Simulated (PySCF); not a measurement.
Job file and geometry (Å, from GFN2-xTB) of an NMR shielding run on SMILES BNBC(C)C, C$_{3}$H$_{11}$B$_{2}$N, GIAO PBE0/pcSseg-1 NMR shielding, non-relativistic, gas phase in PySCF 2.14.0, density-fitted response routines; density fitting, a coarse starting grid and PySCF grid level 2 are the driver's defaults:

```
$ OMP_NUM_THREADS=1 python probes_run.py task.json out

{"job": {"kind": "nmr", "xc": "PBE0", "basis": "pcSseg-1"}, "charge": 0, "multiplicity": 1}
B      3.096054    -0.025762     0.607605
N      1.854999    -0.158960    -0.042428
B      0.565568     0.112757     0.465467
C     -0.727507    -0.108921    -0.442006
C     -1.682582    -1.120823     0.206485
C     -1.471443     1.216756    -0.658518
H      4.080553    -0.295477     0.031631
H      3.118064     0.352091     1.712853
H      1.886739    -0.491840    -0.998783
H      0.467155     0.505301     1.563132
H     -0.461460    -0.499139    -1.433191
H     -2.565957    -1.267729    -0.413609
H     -1.192102    -2.082879     0.339476
H     -2.003801    -0.765589     1.182782
H     -0.832826     1.939450    -1.162599
H     -2.363510     1.064007    -1.264912
H     -1.774944     1.638787     0.296704
```

Task: Write the output of this run.

Result: 
```
coarse grid: 13312 points
cycle   1  E = -225.0495526117  dE =  3.418e-01  |g| = 4.412e-01  |ddm| = 3.323e+00
cycle   2  E = -225.0389114015  dE =  1.064e-02  |g| = 5.092e-01  |ddm| = 7.793e-01
cycle   3  E = -225.1017078785  dE = -6.280e-02  |g| = 5.258e-02  |ddm| = 4.121e-01
cycle   4  E = -225.1022377871  dE = -5.299e-04  |g| = 2.480e-02  |ddm| = 5.074e-02
cycle   5  E = -225.1023646534  dE = -1.269e-04  |g| = 6.714e-03  |ddm| = 1.844e-02
cycle   6  E = -225.1023751825  dE = -1.053e-05  |g| = 1.332e-03  |ddm| = 6.561e-03
cycle   7  E = -225.1023756110  dE = -4.285e-07  |g| = 3.315e-04  |ddm| = 1.267e-03
final grid: 126128 points
cycle   8  E = -225.1339016709  dE = -4.245e-05  |g| = 9.277e-03  |ddm| = 2.545e-02
cycle   9  E = -225.1338919378  dE =  9.733e-06  |g| = 1.150e-02  |ddm| = 1.569e-02
cycle  10  E = -225.1339228549  dE = -3.092e-05  |g| = 9.972e-04  |ddm| = 8.231e-03
cycle  11  E = -225.1339230725  dE = -2.176e-07  |g| = 2.555e-04  |ddm| = 7.306e-04
cycle  12  E = -225.1339230863  dE = -1.376e-08  |g| = 6.608e-05  |ddm| = 2.291e-04
cycle  13  E = -225.1339230874  dE = -1.146e-09  |g| = 1.394e-05  |ddm| = 7.093e-05
cycle  14  E = -225.1339230874  dE = -4.042e-11  |g| = 4.300e-06  |ddm| = 1.394e-05
converged SCF energy = -225.1339230874

GIAO shielding tensors (ppm)
atom      isotropic    diamagn.    paramagn.     s11        s22        s33       span
  0 B       49.244     193.467    -144.223      5.597     24.536    117.598    112.002
  1 N       75.008     322.141    -247.133    -81.521     82.235    224.309    305.831
  2 B       44.069     195.538    -151.469     -5.936     36.284    101.860    107.797
  3 C      157.720     250.057     -92.337    152.852    153.991    166.317     13.465
  4 C      166.645     247.957     -81.312    155.595    158.306    186.035     30.440
  5 C      166.783     248.012     -81.229    155.055    159.088    186.205     31.150
  6 H       26.214      28.647      -2.433     24.315     26.836     27.493      3.178
  7 H       26.221      30.034      -3.814     23.556     26.890     28.216      4.660
  8 H       24.328      33.142      -8.814     21.238     24.303     27.442      6.205
  9 H       26.259      32.768      -6.509     22.988     26.598     29.191      6.204
 10 H       30.763      34.609      -3.846     27.774     28.883     35.631      7.857
 11 H       30.569      30.259       0.311     26.825     28.182     36.701      9.876
 12 H       30.661      30.821      -0.159     25.951     28.559     37.473     11.522
 13 H       30.685      30.969      -0.284     27.097     28.641     36.318      9.221
 14 H       30.676      30.851      -0.175     25.922     28.608     37.499     11.577
 15 H       30.566      30.267       0.299     26.860     28.159     36.678      9.818
 16 H       30.690      30.996      -0.306     27.085     28.659     36.327      9.243
```

Size and cost of the density-fitted run: 157 basis functions, 38 s wall time on 1 thread of an Arm Neoverse N1, shared host; peak memory 0.72 GiB.
